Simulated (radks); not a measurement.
The table gives one normalised radial function P(r) = r R(r) of Ti5+ in [Ne] 3s2 3p5 (r in bohr). Method: non-relativistic Kohn-Sham, BLYP, spin-polarised, spherical densities, point nucleus; open shells are filled with parallel spins first; computed with a radial shooting solver on a logarithmic mesh with Libxc functionals.

r         P
0.00229    0.0007
0.002888   0.0010
0.003672   0.0017
0.00463    0.0026
0.005886   0.0042
0.007423   0.0065
0.009362   0.0101
0.0119     0.0159
0.01501    0.0245
0.01908    0.0378
0.02406    0.0570
0.03035    0.0846
0.03858    0.1251
0.04865    0.1785
0.06185    0.2503
0.07799    0.3346
0.09836    0.4273
0.125      0.5167
0.1577     0.5714
0.2005     0.5587
0.2528     0.4429
0.3188     0.2036
0.4053    -0.1601
0.5111    -0.5605
0.6498    -0.9138
0.8195    -1.0842
1.033     -1.0269
1.314     -0.7733
1.657     -0.4642
2.106     -0.2069
2.656     -0.0681
3.35      -0.0146

Which n and l does it have? It may be an empty orbital.

Answer. n = 3, l = 1: the number of nodes gives n - l - 1 = 1, the rise at small r (about r^(l+1)) gives l, and the extent must fit the shell. The curve is that of 3p down; the table hardly tells the two spins apart. 3p down: eigenvalue -109.14 eV, 1 radial node at r = 0.367 bohr, <r> = 0.999 bohr, 90 % of the charge inside 1.51 bohr.
